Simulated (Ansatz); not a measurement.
Mulliken charges of CH$_{6}$ClGeN (`[CH3][GeH]([NH2])[Cl]`) from B3LYP/def2-TZVPP in Ansatz (PBE0-D4/def2-TZVP geometry).

```tsv
atom	x (Å)	y (Å)	z (Å)	charge (e)
C1	-0.737	1.250	-0.289	-0.352
Ge2	-0.061	-0.561	-0.348	0.499
N3	1.507	-0.660	0.574	-0.387
Cl4	-1.608	-1.823	0.540	-0.362
H5	-0.900	1.547	0.748	0.109
H6	-0.018	1.930	-0.748	0.117
H7	-1.686	1.311	-0.822	0.117
H8	0.179	-1.144	-1.747	-0.003
H9	1.948	-1.569	0.564	0.132
H10	1.458	-0.333	1.529	0.129
```

By hand: the dipole of these point charges (1 e Å = 4.8032 D).

Σ q r = (0.375, 0.497, -0.315) e Å, of length 0.698 e Å = 3.35 D.

How does the dipole of the full density compare? (An estimate is asked.)

The calculation gave: (0.271, 0.278, -0.007) e Å, 1.87 D; the point charges give 1.79 times that, at 27° from its direction.

Point charges leave out the atoms' own dipoles, such as those of lone pairs, and Mulliken's split depends on the basis, so the two needn't agree.

B3LYP here is the variant with VWN-RPA as its local correlation; programs differ in this.
